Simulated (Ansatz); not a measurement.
A CCSD(T) single point on `N=C[Si](N)(O)S`.

```yaml
crystal:
  periodic: [false, false, false]
  atoms:
    - {symbol: N, position_ang: [0.149459, -1.702505, -1.345542]}
    - {symbol: C, position_ang: [0.757571, -1.040148, -0.445553]}
    - {symbol: Si, position_ang: [-0.159972, 0.474816, 0.215492]}
    - {symbol: N, position_ang: [-0.245087, 0.370385, 1.909433]}
    - {symbol: O, position_ang: [-1.543989, 0.454349, -0.656588]}
    - {symbol: S, position_ang: [0.898997, 2.292438, -0.116969]}
    - {symbol: H, position_ang: [0.689705, -2.500303, -1.684789]}
    - {symbol: H, position_ang: [1.759571, -1.318322, -0.090962]}
    - {symbol: H, position_ang: [-0.577197, -0.465890, 2.362588]}
    - {symbol: H, position_ang: [-0.440920, 1.192929, 2.456810]}
    - {symbol: H, position_ang: [-1.532988, -0.307061, -1.257469]}
    - {symbol: H, position_ang: [0.321749, 2.494311, -1.312549]}
basis:
  gaussian: {orbitals: def2-TZVPP}
correlation: {method: ccsd_t}
```

```sh
$ ansatz run in.yaml --threads 2 --pin off --events-out ev --progress --plain --max-ram 22528MiB --backend cuda --devices 0, --max-vram 18GiB
```

Log, shortened:

```
Functional definition: HF
1730 factors; integrals over basis functions are off by at most 1.3e-3 eV
mean field evaluation 1: about -24805.7972 eV, gradient 5.2e1 eV
mean field evaluation 2: about -24806.1501 eV, gradient 5.3e1 eV
mean field evaluation 4: about -24811.7570 eV, gradient 4.6e0 eV
mean field evaluation 8: about -24811.8534 eV, gradient 4.2e-1 eV
mean field evaluation 16: about -24811.8549 eV, gradient 1.3e-6 eV
mean field -24811.85492382 eV, -911.8188503712 hartree, gradient 1.3e-6 eV, S^2 0.000000; 0 other end points of the search recorded, 0 dependent functions left out
14 core orbitals not correlated: weight in the atoms' cores, before any rotation towards them, 1.000 or more for the frozen orbitals, at most 0.000 for the correlated occupied ones
reference -24811.85492382 eV, -911.8188503712 hartree; 18, 18 occupied and 260, 260 virtual orbitals, 1730 factors
second order -30.14068566 eV of doubles, -0.00000000 eV of singles
cycle   1  -30.43452573 eV  change   -2.9e-1 eV  update   1.2e-1
cycle   2  -31.14960541 eV  change   -7.2e-1 eV  update   3.4e-2
cycle   3  -31.30629024 eV  change   -1.6e-1 eV  update   1.7e-2
cycle   4  -31.29133194 eV  change    1.5e-2 eV  update   4.2e-3
cycle   5  -31.29122675 eV  change    1.1e-4 eV  update   1.9e-3
cycle   6  -31.29202288 eV  change   -8.0e-4 eV  update   5.2e-4
cycle   7  -31.29175238 eV  change    2.7e-4 eV  update   2.3e-4
cycle   8  -31.29168855 eV  change    6.4e-5 eV  update   7.0e-5
cycle   9  -31.29171336 eV  change   -2.5e-5 eV  update   3.3e-5
perturbative correction -1.35095808 eV, -0.0496467938 hartree
Total energy: -24844.49759527 eV, -913.0184464208 hartree
```

Hardware: 2 threads of an AMD EPYC 7R13 on a shared host and a share of an NVIDIA H100 80 GB. Wall time 7 s, peak host memory 0.87 GiB.

Correlation energy per correlated electron: -0.907 eV. T1 diagnostic: 0.0121.
